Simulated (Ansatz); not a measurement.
Wavefunction ladder for CH7ClFNSi2 (`CN([SiH2]F)[SiH2]Cl`)

Z-matrix (Å, degrees):
```
C
N 1 1.468
H 1 1.094 2 111.6
H 1 1.093 2 110.9 3 -121.1
H 1 1.093 2 110.5 3 120.0
Si 2 1.711 1 118.9 3 -106.4
Si 2 1.717 1 117.2 3 71.8
F 6 1.601 2 111.9 1 77.7
H 6 1.477 2 108.8 1 -163.8
H 6 1.480 2 109.3 1 -38.7
Cl 7 2.061 2 110.8 1 68.1
H 7 1.477 2 108.7 1 -172.7
H 7 1.481 2 110.7 1 -48.5
```

Total charge 0; spin multiplicity 1. All single points use the PBE0-D4/def2-TZVP geometry. It is one conformer, not always the lowest. Frozen core, restricted reference, Ansatz. CBS rows extrapolate triple and quadruple zeta; past MP2 they add the triple-zeta difference.

| basis | HF (Eh) | MP2 corr. | CCSD corr. | (T) | CCSD(T) total |
| --- | --- | --- | --- | --- | --- |
| def2-TZVPP | -1233.49318 | -1.06652 | -1.12572 | -0.04139 | -1234.66029 |
| def2-QZVPP | -1233.53441 | -1.15568 | – | – | – |
| CBS(def2) | -1233.54009 | -1.22172 | -1.28092 | as TZ | -1234.86240 |
